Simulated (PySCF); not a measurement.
Run record: excited-state job, `CC[C@@H](B(F)P[SiH3])C(C)(C)C`.

Computed with TDDFT B3LYP/def2-SVPD, vertical, gas phase, core orbitals frozen in the response (PySCF 2.14.0, density-fitted response routines). Geometry: PBE0-D3(BJ)/def2-SVP. The command runs a driver script over a list of jobs; the input below is this job's line of settings and its coordinates in Å.

Command:
```bash
OMP_NUM_THREADS=2 python probes_run.py task.json out
```

Input:
```
{"job": {"kind": "uv", "xc": "B3LYP", "basis": "def2-SVPD", "ip": false}, "charge": 0, "multiplicity": 1}
C      1.772149    -2.140608    -1.036577
C      0.594754    -1.219764    -1.325742
C      0.362375    -0.180416    -0.217905
B      1.623272     0.765535    -0.139116
F      2.006830     1.429087    -1.238761
P      2.634595     1.114866     1.453924
Si     4.715225     0.809831     0.643801
C     -0.969997     0.624504    -0.338952
C     -1.127620     1.260706    -1.722294
C     -0.981250     1.730413     0.722219
C     -2.156381    -0.306733    -0.073372
H      1.900196    -2.892824    -1.829685
H      2.721225    -1.583167    -0.960299
H      1.634314    -2.678372    -0.084560
H     -0.314534    -1.829075    -1.460586
H      0.761835    -0.706274    -2.286704
H      0.298873    -0.726779     0.741313
H      2.462242    -0.149395     2.086486
H      5.642182     0.624052     1.799952
H      5.091353     2.041456    -0.108069
H      4.844817    -0.372038    -0.264022
H     -0.276724     1.911275    -1.971749
H     -2.042641     1.873221    -1.754672
H     -1.213706     0.499853    -2.512531
H     -1.950863     2.253264     0.731851
H     -0.808792     1.320914     1.730691
H     -0.203287     2.488892     0.533385
H     -2.199586    -1.136056    -0.795461
H     -3.106461     0.245692    -0.151490
H     -2.100586    -0.739738     0.938523
```

Question: Estimate the output.

Answer: 
```
coarse grid: 24808 points
cycle   1  E = -1033.1214443686  dE =  5.269e-01  |g| = 6.742e-01  |ddm| = 2.017e+01
cycle   2  E = -1033.0386389236  dE =  8.281e-02  |g| = 9.418e-01  |ddm| = 6.389e+00
cycle   3  E = -1033.2296128241  dE = -1.910e-01  |g| = 1.108e-01  |ddm| = 2.687e+00
cycle   4  E = -1033.2317378029  dE = -2.125e-03  |g| = 4.128e-02  |ddm| = 3.658e-01
cycle   5  E = -1033.2320912412  dE = -3.534e-04  |g| = 7.882e-03  |ddm| = 1.605e-01
cycle   6  E = -1033.2321043904  dE = -1.315e-05  |g| = 3.561e-03  |ddm| = 3.779e-02
cycle   7  E = -1033.2321075565  dE = -3.166e-06  |g| = 4.549e-04  |ddm| = 1.048e-02
final grid: 227192 points
cycle   8  E = -1033.3800457770  dE = -1.380e-04  |g| = 7.627e-03  |ddm| = 8.032e-01
cycle   9  E = -1033.3800373848  dE =  8.392e-06  |g| = 9.504e-03  |ddm| = 9.634e-02
cycle  10  E = -1033.3800612495  dE = -2.386e-05  |g| = 7.048e-04  |ddm| = 3.720e-02
cycle  11  E = -1033.3800613488  dE = -9.933e-08  |g| = 3.621e-04  |ddm| = 3.679e-03
cycle  12  E = -1033.3800613806  dE = -3.183e-08  |g| = 5.988e-05  |ddm| = 1.268e-03
cycle  13  E = -1033.3800613814  dE = -7.869e-10  |g| = 2.263e-05  |ddm| = 3.327e-04
converged SCF energy = -1033.3800613814

Static polarisability (au): isotropic 157.000, principal 133.763 149.030 188.206

Singlet excitations
state   eV       nm        f      main configurations
  1   5.0223    246.9   0.04016   H->L 0.89, H-1->L 0.08
  2   5.7974    213.9   0.08192   H-1->L 0.78, H->L+1 0.10
  3   5.9420    208.7   0.02860   H->L+1 0.86, H-1->L 0.09
  4   6.2861    197.2   0.03930   H->L+2 0.92
  5   6.6042    187.7   0.06155   H->L+3 0.53, H->L+4 0.35
  6   6.7188    184.5   0.00060   H-2->L 0.55, H-3->L 0.38
  7   6.7714    183.1   0.00913   H-3->L 0.57, H-2->L 0.39
  8   6.8135    182.0   0.00874   H-1->L+1 0.83
  9   6.8873    180.0   0.00126   H->L+4 0.31, H->L+5 0.31, H->L+3 0.22
 10   7.0278    176.4   0.00632   H->L+5 0.46, H->L+4 0.21, H->L+3 0.10

Triplet excitations (Tamm-Dancoff, eV): 4.3103 5.2532 5.4720 5.7258
```

The SCF starts on a coarse grid where the log names one; the energy can jump when the final grid takes over, and dE then counts from the start density on the new grid. H and L stand for HOMO and LUMO; the number after each pair is its weight.

Question: Which computed singlet has the largest oscillator strength, and what do all of them sum to?

Answer: State 2 at 5.80 eV (214 nm), f = 0.082; the 10 states sum to 0.278.

Question: Give S1 in cm⁻¹ and kJ/mol.

Answer: 5.0223 eV × 8065.54 = 40508 cm⁻¹; × 96.485 = 484.6 kJ/mol.

Main results: HOMO -7.01 eV, LUMO -1.05 eV; lowest singlet 5.02 eV; lowest triplet 4.31 eV (Tamm–Dancoff); mean polarisability 157.0 au.

Time: 75 s wall, 2.9 min CPU (grids of density and orbitals included); peak memory 2.2 GiB. Hardware: 2 threads, AMD EPYC 9B45 (x86_64), no GPU, shared host with 96 logical CPUs at a one-minute load of 13.

One conformer stands for the species.
Labels such as C1 count atoms from 1, the log's own numbers from 0.
